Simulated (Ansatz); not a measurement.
Total energies of Cd₂Te⁺ from Ansatz at PBE0-D4/def2-TZVP, gas phase (1 Eh = 27.2114 eV = 2625.5 kJ/mol). The reference geometry is relaxed at PBE-D4/def2-TZVP.

```xyz
3

Cd   -2.2106    0.2070    0.9980
Cd    1.7763    0.2749   -1.6416
Te    0.4343   -0.4818    0.6436
```

| state | geometry | energy (Eh) |
| --- | --- | --- |
| charge 1 doublet | reference | -603.34338 |
| charge 0 triplet | reference | -603.59546 |
| charge 1 quartet | relaxed at PBE-D4/def2-TZVP | -603.32798 |

In the def2 sets Cd, Te take a core potential; there is no spin–orbit coupling.

Question: Work out the vertical electron affinity, to the triplet.

Answer: E(charge 1 doublet) − E(charge 0 triplet) = -603.34338 − (-603.59546) = 0.25208 Eh = 6.86 eV.

Question: Which of the charge 1 states is lowest, and how far above it are the others?

Answer: The doublet. quartet: -603.32798 − (-603.34338) = 0.01540 Eh = 40.4 kJ/mol.

The structure comes from a short search, and lower isomers may exist.
